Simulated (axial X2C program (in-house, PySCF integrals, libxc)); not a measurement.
Excited states of BaBr⁻ by EOM-EE-CCSD

Computed with an axial X2C code built on PySCF integrals: two-component X2C with atomic mean-field Coulomb and Gaunt terms, Gaussian nuclei, basis Ba dyall-acv3z, Br dyall-acv3z with contracted cores.

R = 2.959 Å (near the PBE0 minimum at charge -1 of the determinant lowest at the starting distance; the state shown can have its own minimum elsewhere).

Hartree–Fock spinors of BaBr⁻ (one of each Kramers pair; a window near the gap, which can cut inner shells):

```
  ω  occupied  ε (eV)                    character
3/2       yes  -19.89                     99% Ba p
1/2       yes  -19.70            89% Ba p, 7% Br s
1/2       yes   -7.36   88% Br p, 6% Ba d, 2% Ba p
1/2       yes   -6.84   89% Br p, 5% Ba d, 3% Ba f
3/2       yes   -6.65   90% Br p, 4% Ba d, 4% Ba f
1/2       yes   -0.68  79% Ba s, 13% Ba p, 4% Ba d
1/2        no    1.61                    100% Ba p
3/2        no    1.61                    100% Ba p
1/2        no    1.65                    100% Ba p
1/2        no    1.94                     98% Ba s
1/2        no    2.98   93% Ba p, 4% Ba d, 3% Br p
3/2        no    3.00   93% Ba p, 4% Ba d, 3% Br p
```

Vertical excitation energies from the closed-shell determinant state of BaBr⁻:

```tsv
Ω	excitation (eV)	cm⁻¹	hole of the leading pair	particle of the leading pair	weight of the pair (for Ω = 0 its time-reversed partner can hold as much again)	singles weight
0⁻	0.769	6206	79% Ba sσ, 13% Ba pσ	80% Ba pπ, 17% Ba dπ	0.49	0.97
0⁺	0.771	6218	79% Ba sσ, 13% Ba pσ	80% Ba pπ, 17% Ba dπ	0.49	0.97
1	0.797	6431	79% Ba sσ, 13% Ba pσ	80% Ba pπ, 17% Ba dπ	0.51	0.97
2	0.826	6663	79% Ba sσ, 13% Ba pσ	82% Ba pπ, 16% Ba dπ	0.97	0.97
1	1.036	8352	79% Ba sσ, 13% Ba pσ	53% Ba pσ, 31% Ba dσ, 12% Ba sσ	0.96	0.97
0⁻	1.036	8356	79% Ba sσ, 13% Ba pσ	52% Ba pσ, 30% Ba dσ, 12% Ba sσ	0.48	0.97
1	1.293	10427	79% Ba sσ, 13% Ba pσ	99% Ba pπ	0.48	0.93
0⁻	1.307	10545	79% Ba sσ, 13% Ba pσ	70% Ba sσ, 22% Ba pσ, 8% Ba dσ	0.48	0.96
1	1.308	10547	79% Ba sσ, 13% Ba pσ	69% Ba sσ, 21% Ba pσ, 8% Ba dσ	0.95	0.96
0⁺	1.314	10597	79% Ba sσ, 13% Ba pσ	66% Ba pσ, 31% Ba sσ	0.47	0.93
```

This point took 77 s on 1 thread of Arm Neoverse V2 (shared host).

Reference electrons by ω block (each with its −ω partner): 1/2: 30, 3/2: 13, 5/2: 3. 18 electrons of BaBr⁻ correlated (inner shells frozen), 84 natural virtual spinors (a truncated set); levels can be off by some tenths of an eV. Roots sought by Ω: (0: 5, 1: 4, 2: 3, 3: 1); the list ends where they run out and leaves out roots under 60 % singles weight. The solver can skip a root, and states that need a further excitation, which the method places far too high, are missing though they may lie low or lowest. T1 of the reference 0.025 (Lee–Taylor). The highest Hartree–Fock level of the anion lies at -0.68 eV; relaxation, partly offset by correlation, puts the detachment threshold some tenths of an eV to over one eV lower in magnitude, and states above it are held by the basis set and are not bound; that holds for every row here. Number of frozen shells: Ba 4 s, 3 p, 2 d; Br 3 s, 2 p, 1 d.
